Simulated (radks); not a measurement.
Values are calculated unless marked as measured or tabulated.
Isoelectronic series with 22 electrons, each ion in its NIST ground configuration. Code: a radial shooting solver on a logarithmic mesh with Libxc functionals. Model: Dirac Kohn-Sham, PBE, spin-unpolarised, spherical densities, finite nucleus; open shells are shared between the two j in proportion to 2j + 1; Fermi nuclear charge, rms radius of each element as measured or else 0.836 A^(1/3) + 0.57 fm. Total energies (hartree) and orbital eigenvalues (eV):

| ion | configuration | E (hartree) | 3d5/2 | 3d3/2 |
|---|---|---|---|---|
| Ti | [Ar] 3d2 4s2 | -853.57119 | -4.2414 | -4.2875 |
| V+ | [Ar] 3d4 | -948.75001 | -8.9649 | -9.0231 |
| Cr2+ | [Ar] 3d4 | -1049.69690 | -22.8177 | -22.9125 |
| Mn3+ | [Ar] 3d4 | -1156.23471 | -41.1450 | -41.2862 |
| Fe4+ | [Ar] 3d4 | -1268.34654 | -63.2912 | -63.4904 |
| Co5+ | [Ar] 3d4 | -1386.03124 | -88.9589 | -89.2295 |
| Ni6+ | [Ar] 3d4 | -1509.29552 | -117.9920 | -118.3490 |
| Cu7+ | [Ar] 3d4 | -1638.14969 | -150.2979 | -150.7586 |
| Zn8+ | [Ar] 3d4 | -1772.60806 | -185.8169 | -186.4005 |
| Ga9+ | [Ar] 3d4 | -1912.68631 | -224.5080 | -225.2359 |
| Ge10+ | [Ar] 3d4 | -2058.40222 | -266.3415 | -267.2372 |
| As11+ | [Ar] 3d4 | -2209.77549 | -311.2952 | -312.3848 |
| Se12+ | [Ar] 3d4 | -2366.82636 | -359.3522 | -360.6640 |
| Br13+ | [Ar] 3d4 | -2529.57715 | -410.4989 | -412.0641 |
| Kr14+ | [Ar] 3d4 | -2698.05090 | -464.7249 | -466.5771 |
| Rb15+ | [Ar] 3d4 | -2872.27223 | -522.0214 | -524.1973 |
| Sr16+ | [Ar] 3d4 | -3052.26660 | -582.3815 | -584.9204 |
